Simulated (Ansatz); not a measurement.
`[F][Ga]([Cl])[O][SiH3]` + HBr → `[F][Ga]([Cl])[Br]` + `O[SiH3]` at 700 K and 1 bar (ligand exchange at a Ga–O bond).

Program: Ansatz. Geometries: PBE0-D4/def2-TZVP. ΔE: electronic, gas phase. CBS: MP2 limit from def2 TZ/QZ plus the TZ coupled-cluster correction, frozen cores. For Br, Ga outer-core shells are correlated without core-valence functions, which leaves a few kJ/mol of doubt a bond. Scalar relativity is left out up to krypton. One conformer a species, not always the lowest.

```
                 species  CCSD(T)/CBS energy (Eh)  H − E (kJ/mol)  S (J/(mol·K))
`[F][Ga]([Cl])[O][SiH3]`              -2849.73134           163.1          510.0
                     HBr              -2573.91920            36.5          223.7
     `[F][Ga]([Cl])[Br]`              -5056.97994            59.9          407.6
               `O[SiH3]`               -366.69042           144.6          321.6
```

H − E and S are ideal-gas, rigid-rotor, harmonic terms from PBE0-D4/def2-TZVP, for one conformer and one mirror image of each species. 1 Eh = 2625.50 kJ/mol, R = 8.31446 J/(mol·K).

Q: By hand: ΔE, ΔH, ΔS and ΔG.

A: ΔE = (-5056.97994) + (-366.69042) − (-2849.73134) − (-2573.91920) = -0.01982 Eh = -52.0 kJ/mol. Δ(H − E) = 59.9 + 144.6 − 163.1 − 36.5 = 4.9, so ΔH = -47.1 kJ/mol. ΔS = 407.6 + 321.6 − 510.0 − 223.7 = -4.5 J/(mol·K). ΔG = -47.1 − 700 × (-4.5)/1000 = -44.0 kJ/mol.

Q: By hand: the equilibrium constant, and the temperature at which ΔG would vanish if ΔH and ΔS stayed fixed.

A: log₁₀ K = −ΔG/(RT ln 10) = 3.3. ΔG = 0 at ΔH/ΔS = 10467 K, far beyond where these terms or the molecules hold.

The number of gas molecules stays the same, so ΔS is small and ΔH decides. A doubt of 5 kJ/mol in ΔE shifts log₁₀ K by 0.4 here. Other conformers and mirror images would add mixing entropy, several J/(mol·K) or more a flexible species. Modes under 60 cm⁻¹, often nearly free rotors, make the harmonic entropy too high. These are equilibria of isolated gas molecules and say nothing of rates. Largest T1 diagnostic: 0.013 (customary marks: 0.02 for closed shells, 0.045 for open ones).
